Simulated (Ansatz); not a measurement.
Program: Ansatz. Geometries: PBE0-D4/def2-TZVP. ΔE: electronic, gas phase. CCSD(T)/CBS is frozen-core, at the limit of the def2 triple- and quadruple-zeta sets. DFT in def2-TZVPP. B3LYP here is the variant with VWN-RPA as its local correlation; programs differ in this. No spin–orbit coupling; open shells (•) take unrestricted orbitals. Spin–orbit coupling would lower the free atoms: a little for B, F, S. One conformer a species, not always the lowest.

Consider the atomization: `NB(F)S` → B• + F• + 3 H• + N• + S•.

CCSD(T)/CBS gives +2684.1 kJ/mol.

(1) Another level gave +2605.1 kJ/mol. Which?
A. PBE/def2-TZVPP
B. CCSD(T)/def2-TZVPP
C. B3LYP-D4/def2-TZVPP
D. r2SCAN/def2-TZVPP

Largest T1 diagnostic among the species: 0.014.

## Answers

(1) B. CCSD(T)/def2-TZVPP 2605.1, PBE 2753.1, r2SCAN 2702.0, B3LYP-D4 2697.7 kJ/mol.

From PBE to PBE0 (25 % exact exchange), in def2-TZVPP and without D4, ΔE moves by −63.4 kJ/mol: exact exchange takes away binding that semilocal exchange gives to molecules. In def2-TZVPP, CCSD(T) changes the Hartree–Fock value by +668.0 kJ/mol (the triples alone add +44.2 kJ/mol) and MP2 by +738.6 kJ/mol; breaking electron pairs costs correlation energy, which Hartree–Fock lacks.

CCSD(T)/CBS has its own doubt, a few kJ/mol and more with outer-core shells, so smaller differences from it don't rank the levels.
